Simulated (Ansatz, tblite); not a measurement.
Forces on the cluster V2S3 at its PBE-D4/def2-SVP geometry. The state is a singlet with charge 0.

The xTB rows come from tblite. At PBE-D4/def2-TZVP the restricted singlet is unstable: a solution with broken spin symmetry lies lower. No other spin state of charge 0 was run. The geometry of the singlet was relaxed on an unsound state (an occupied level 0.03 eV above an empty one). The structure comes from a short search, and lower isomers may exist.

GFN1-xTB (tblite), largest force 9.04 eV/Å:

```xyz
5
positions Å, forces eV/Å
V    -0.102   -0.536    0.832   -1.449   -5.356    7.143
V     0.219    0.642   -0.729    1.474    5.398   -7.102
S     1.986   -0.555   -0.013    0.713   -0.354   -0.123
S    -1.200   -1.114   -1.083   -0.237   -0.229   -0.221
S    -0.903    1.563    0.993   -0.501    0.540    0.303
```

GFN2-xTB (tblite), largest force 10.14 eV/Å:

```
V -1.580 -5.967 8.050
V 1.695 6.091 -7.927
S 0.373 -0.299 -0.150
S -0.093 -0.094 -0.093
S -0.395 0.268 0.120
```

PBE-D4/def2-TZVP (Ansatz), largest force 0.44 eV/Å:

```
V -0.092 -0.270 0.340
V 0.043 0.245 -0.356
S -0.143 0.053 0.008
S 0.101 0.084 0.075
S 0.091 -0.112 -0.068
```
